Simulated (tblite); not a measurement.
Compound: C6H7FN (doublet state).
SMILES with atom numbers: `[N:1]#[C:2][C:3]1[CH2:4][CH2:5][CH2:6][C@H:7]1[F:8]` (hydrogens: H9, H10 on C4; H11, H12 on C5; H13, H14 on C6; H15 on C7)

Cartesian coordinates in Å at the GFN2-xTB level; atoms count from 1:
```
atom  x, y, z in Å
N1     3.051    1.766   -0.594
C2     2.060    1.191   -0.412
C3     0.888    0.532   -0.182
C4    -0.470    1.116   -0.351
C5    -1.396    0.108    0.338
C6    -0.692   -1.234    0.140
C7     0.795   -0.892    0.274
F8     1.580   -1.740   -0.481
H9    -0.542    2.127    0.057
H10   -0.705    1.186   -1.420
H11   -2.400    0.114   -0.082
H12   -1.466    0.339    1.402
H13   -1.009   -1.993    0.852
H14   -0.861   -1.611   -0.870
H15    1.160   -1.002    1.308
```

Structure optimised with GFN2-xTB, isolated species. This method treats the open shell by occupation alone, without spin polarisation.

Take the most abundant isotopes and a rigid rotor. The values belong to one conformer with, in the numbering `[N:1]#[C:2][C:3]1[CH2:4][CH2:5][CH2:6][C@H:7]1[F:8]`, C2–C3–C4–C5 -167°, C3–C4–C5–C6 -31°, C4–C5–C6–C7 37°, C5–C6–C7–F8 -150°.

What are A, B and C (cm⁻¹)?

Ia = 159.50, Ib = 281.48, Ic = 416.84 u·Å²; 505379 MHz·u·Å²/I gives 3169, 1795 and 1212 MHz, that is A = 0.10569, B = 0.05989, C = 0.04044 cm⁻¹.

What kind of rotor is it?

An asymmetric top: κ = (2 × 1795 − 3169 − 1212)/(3169 − 1212) = -0.40.

What does the inertial defect say?

Not planar: Δ = Ic − Ia − Ib = -24.14 u·Å². For a rigid frame Δ = −2 Σ m c², so Σ m c² = 12.07 u·Å² lies off the ab plane: 7.30 from hydrogen and 4.77 from heavier atoms. The atom farthest from that plane is 1.47 Å away.

Give the other two planar moments, Paa and Pbb, and the rms extents of the mass along the axes.

Paa = Σ m a² = (Ib + Ic − Ia)/2 = 269.41 and Pbb = Σ m b² = (Ia + Ic − Ib)/2 = 147.43 u·Å². With the mass M = 112.06 u, the rms extents √(P/M) along a, b and c are 1.55, 1.15, 0.33 Å.

List the rotational levels J(Ka,Kc) to J = 5 (K).

Above 0(0,0), as E/k:
J = 1: 1(0,1) 0.144, 1(1,1) 0.210, 1(1,0) 0.238
J = 2: 2(0,2) 0.426, 2(1,2) 0.471, 2(1,1) 0.555, 2(2,1) 0.753, 2(2,0) 0.760
J = 3: 3(0,3) 0.833, 3(1,3) 0.858, 3(1,2) 1.025, 3(2,2) 1.186, 3(2,1) 1.219, 3(3,1) 1.589, 3(3,0) 1.590
J = 4: 4(0,4) 1.356, 4(1,4) 1.368, 4(1,3) 1.640, 4(2,3) 1.757, 4(2,2) 1.845, 4(3,2) 2.178, 4(3,1) 2.186, 4(4,1) 2.727, 4(4,0) 2.728
J = 5: 5(0,5) 1.993, 5(1,5) 1.998, 5(1,4) 2.388, 5(2,4) 2.463, 5(2,3) 2.634, 5(3,3) 2.915, 5(3,2) 2.944, 5(4,2) 3.465, 5(4,1) 3.467, 5(5,1) 4.169, 5(5,0) 4.169

Estimate the classical rotational partition function at 10 K, 100 K and 298.15 K.

Point group C1, symmetry number σ = 1; q = (√π/σ)·√((kT/h)³/(ABC)), k/h = 20836.6 MHz/K: 2030 at 10 K, 64200 at 100 K, 330000 at 298.15 K.

For this open shell read J as N, the rotation without spin; fine and hyperfine splittings come on top. Its GFN2-xTB frequencies are all real (lowest 58 cm⁻¹). These are rigid-rotor constants of the computed structure; measured ground-state constants (B0) also hold zero-point vibration.
